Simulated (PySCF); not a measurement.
Vertical excitations of a molecule C2H7ClSi2 from TDDFT-PBE/def2-SVPD (PySCF), as energy in eV (oscillator strength): 5.51 (0.014), 5.86 (0.011), 5.94 (0.085), 6.12 (0.107), 6.13 (0.015), 6.47 (0.004), 6.53 (0.034), 6.61 (0.020), 6.80 (0.010), 6.89 (0.002). Lowest triplet (TDA): 4.85 eV. Geometry optimised at PBE0-D3(BJ)/def2-SVP. One conformer was computed; it need not be the lowest.

Question: Identify the compound among the candidates.
A. C=C([SiH3])[SiH2]Cl
B. Cl[SiH]1C[SiH2]C1
C. [SiH3]/C=C(\[SiH3])Cl
D. Cl[Si@@H]1CC[SiH2]1

Answer: D, Cl[Si@@H]1CC[SiH2]1
